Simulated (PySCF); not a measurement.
A series of substituents X on one scaffold: SiH2(OH)-X. Isolated molecules, 0 K electronic values unless said otherwise. One relaxed conformer stands for each flexible species; it need not be the lowest. Strings in code marks are SMILES.

The numbers are results of PBE0-D4/def2-TZVP in PySCF 2.14.0, not measurements. All candidates: neutral, multiplicity 1. Excitations are Tamm–Dancoff values on a coarser integration grid. The basis has no diffuse functions, so Rydberg states are missing or too high.

The HOMO is -7.00 eV. The T1 excitation (TDA) is 4.97 eV and the HOMO–LUMO gap is 6.86 eV.

### Question
Name which member has these values.
(A) `CS[SiH2]O` (C–S–Si–O torsion 152°, S–Si–O–H torsion -50°)
(B) `CC[SiH2]O` (C–C–Si–O torsion 178°, C–Si–O–H torsion 71°)
(C) `O[SiH2]F` (H–O–Si–F torsion 72°)
(D) `CN[SiH2]O` (C–N–Si–O torsion 83°, N–Si–O–H torsion -73°)

### Answer
A, `CS[SiH2]O` (C–S–Si–O torsion 152°, S–Si–O–H torsion -50°). The others give `CN[SiH2]O` (C–N–Si–O torsion 83°, N–Si–O–H torsion -73°): -6.98 eV, 5.93 eV, 7.62 eV; `CC[SiH2]O` (C–C–Si–O torsion 178°, C–Si–O–H torsion 71°): -8.05 eV, 6.69 eV, 8.46 eV; `O[SiH2]F` (H–O–Si–F torsion 72°): -9.33 eV, 7.69 eV, 9.71 eV
